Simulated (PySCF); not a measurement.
Isomers of C4H12Si2 side by side.

PySCF, B3LYP/def2-SVPD, density fitting, gas phase; each molecule at its own PBE0-D3(BJ)/def2-SVP geometry, one conformer. Singlet excitations by full TDDFT with frozen cores, triplets by Tamm–Dancoff TDDFT and ionisation energies by ΔSCF, from the lowest of the holes tried. 

Torsions of the conformers computed, which needn't be the lowest (atom-mapped SMILES):
- `[CH2:1]=[CH:2][SiH2:3][CH2:4][CH2:5][SiH3:6]`: C1–C2–Si3–C4 -114°, C2–Si3–C4–C5 180°, Si3–C4–C5–Si6 -179°
- `[CH3:1][CH2:2][SiH:3]1[CH2:4][SiH2:5][CH2:6]1`: C1–C2–Si3–C4 -67°
- `[SiH3:1][CH2:2][SiH2:3][CH:4]1[CH2:5][CH2:6]1`: Si1–C2–Si3–C4 -178°, C2–Si3–C4–C5 83°

The conformers of `C[C@@H]1CC[SiH2][SiH2]1` and `C[Si@@H]1CCC[SiH2]1` aren't listed.

Reference: `C=C[SiH2]CC[SiH3]`, with HOMO energy -7.42 eV, LUMO energy -0.72 eV, lowest singlet excitation 6.12 eV, lowest triplet excitation 4.25 eV, mean polarisability 109.0 au and vertical ionisation energy 9.23 eV.

Changes against it:

```tsv
molecule	Δ electronic energy (kcal/mol)	Δ HOMO energy (eV)	Δ LUMO energy (eV)	Δ lowest singlet excitation (eV)	Δ lowest triplet excitation (eV)	Δ mean polarisability (au)	Δ vertical ionisation energy (eV)
C[Si@@H]1CCC[SiH2]1	-24.5	+0.43	+0.72	-0.04	+1.29	-4.6	-0.27
[SiH3]C[SiH2]C1CC1	-0.6	-0.44	+0.82	+1.02	+2.71	-5.9	+0.50
```

Rows whose labels were lost:

| row | Δ electronic energy (kcal/mol) | Δ HOMO energy (eV) | Δ LUMO energy (eV) | Δ lowest singlet excitation (eV) | Δ lowest triplet excitation (eV) | Δ mean polarisability (au) | Δ vertical ionisation energy (eV) |
| --- | --- | --- | --- | --- | --- | --- | --- |
| P | -22.2 | +0.24 | +0.74 | +0.05 | +1.75 | -7.8 | -0.15 |
| Q | -16.0 | +0.29 | +0.64 | +0.03 | +1.41 | -3.7 | -0.15 |

Task: Which row belongs to which of `C[C@@H]1CC[SiH2][SiH2]1` and `CC[SiH]1C[SiH2]C1`?

Result: P = `CC[SiH]1C[SiH2]C1` and Q = `C[C@@H]1CC[SiH2][SiH2]1`. P and Q are told apart most clearly by the electronic energy (-22.2 against -16.0 kcal/mol).

Task: Which row has the smallest HOMO–LUMO gap and which the largest, and does the HOMO or the LUMO shift more there?

Result: Smallest, counted from the reference: `C[Si@@H]1CCC[SiH2]1`, +0.29 eV (HOMO +0.43, LUMO +0.72), the larger shift being that of the LUMO. Largest: `[SiH3]C[SiH2]C1CC1`, +1.26 eV (HOMO -0.44, LUMO +0.82), the larger shift being that of the LUMO. The gap of the reference itself lies below all of them.
